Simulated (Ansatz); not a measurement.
`O[BH][SnH2][OH]` → `[BH]O`• + `[OH][SnH2]`•  (homolysis of the B–Sn bond)

Program: Ansatz. Geometries: PBE0-D4/def2-TZVP. ΔE: electronic, gas phase. CBS: MP2 limit from def2 TZ/QZ plus the TZ coupled-cluster correction, frozen cores. This one scheme is used for every species. Functionals use def2-TZVPP. B3LYP here is the variant with VWN-RPA as its local correlation; programs differ in this. Open shells (•) are unrestricted, without spin–orbit coupling. Elements past krypton have def2 core potentials. For Sn outer-core shells are correlated without core-valence functions, which leaves a few kJ/mol of doubt a bond. Each species was taken in one conformer, which may not be the lowest.

`O[BH][SnH2][OH]`:

```xyz
9

O     0.512    1.768   -0.381
B     1.064    0.654    0.138
Sn   -0.308   -1.145    0.249
O    -2.073   -0.589   -0.458
H     1.107    2.525   -0.420
H     2.209    0.659    0.505
H     0.165   -2.476   -0.719
H    -0.623   -1.724    1.828
H    -2.054    0.328   -0.744
```

`[BH]O`•:

Cartesian coordinates in Å:
```
B -0.128 0.202 0.565
O 0.155 -0.315 -0.630
H -0.316 1.381 0.699
H 0.288 -1.267 -0.634
```

`[OH][SnH2]`•:

Cartesian coordinates in Å:
```
O -1.296 -0.162 -0.233
Sn 0.460 0.377 0.496
H -1.552 -1.053 0.016
H 1.559 -0.927 0.177
H 0.829 1.765 -0.456
```

CCSD(T)/CBS gives +311.2 kJ/mol.

(1) Another level gave +272.6 kJ/mol. Which?
A. RPA@PBE/def2-TZVPP
B. B3LYP-D4/def2-TZVPP
C. SCS-MP2/def2-TZVPP
D. r2SCAN0/def2-TZVPP

(2) What do rigid-rotor, harmonic-oscillator terms from PBE0-D4/def2-TZVP frequencies (298.15 K, 1 bar) make of the CCSD(T)/CBS value? (Estimate.)

Largest T1 diagnostic among the species: 0.017.

Results:

(1) D. r2SCAN0 272.6, SCS-MP2/def2-TZVPP 304.3, B3LYP-D4 280.4, RPA@PBE/def2-TZVPP 288.0 kJ/mol.

(2) The calculation gave: ΔZPE = -13.6 kJ/mol, ΔH = +299.9 kJ/mol, ΔS = 157 J/(mol·K), ΔG = +253.0 kJ/mol. Open shells count their whole term as degenerate.

Leaving LDA and LC-ωPBE aside and taking each functional with its dispersion term where it has one, the values, not all of them listed here, spread over 36.4 kJ/mol, from BLYP-D4 to ωB97X-V. LDA lies +48.5 kJ/mol from PBE without D4, its usual overbinding. In def2-TZVPP, CCSD(T) changes the Hartree–Fock value by +93.8 kJ/mol (the triples alone add +6.0 kJ/mol) and MP2 by +97.9 kJ/mol; breaking electron pairs costs correlation energy, which Hartree–Fock lacks. At CCSD(T), def2-SVP lies −22.2 kJ/mol from the extrapolated value and def2-TZVPP −10.6 kJ/mol: correlation converges slowly with the basis, and small sets miss more of it in the bonded molecule than in its fragments.

CCSD(T)/CBS has its own doubt, a few kJ/mol and more with outer-core shells, so smaller differences from it don't rank the levels.
